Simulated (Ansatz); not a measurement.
The first iterations of a band of Cl2FGeH (5 atoms, charge 0, multiplicity 1).

The calculation used RKS BLYP-D4/def2-mTZVP in Ansatz 0.2.0.

```json
{
  "movable images": "6",
  "climbing image": "no",
  "spring": "5.0 eV/Å²",
  "optimiser": "quadratic models (default)",
  "start path": "through a guess of the saddle point",
  "force threshold": "0.05 eV/Å",
  "iteration limit": "60",
  "end points": "relaxed"
}
```

First end point:

```xyz
5
Properties=species:S:1:pos:R:3
Ge 0.182 0.000 0.228
H 0.184 0.000 1.766
F 1.845 0.000 -0.345
Cl -0.764 1.776 -0.582
Cl -0.764 -1.776 -0.582
```

Last end point:

```xyz
5
Properties=species:S:1:pos:R:3
Ge -1.085 0.002 0.265
H 1.924 -0.005 1.696
F 1.583 0.003 0.815
Cl -0.867 1.740 -1.149
Cl -0.870 -1.740 -1.143
```

| iteration | highest image above the first end (eV) | largest band force component (eV/Å) |
| --- | --- | --- |
| 1 | 2.565 | 2.863 |
| 2 | 1.970 | 1.202 |

**Question.** Does the band converge within its limit, and where does its top end?

**Answer.** It converged. It ended after 6 iterations with the highest image 2.011 eV above the first end. No image climbed, so the highest image needn't sit at the top of the path. The orbitals stay closed-shell, which can raise the energy where a bond breaks towards radicals; this wasn't checked here.

Run time: 32 s on 4 threads of Arm Neoverse V2, on a shared host, peak memory 0.15 GiB.
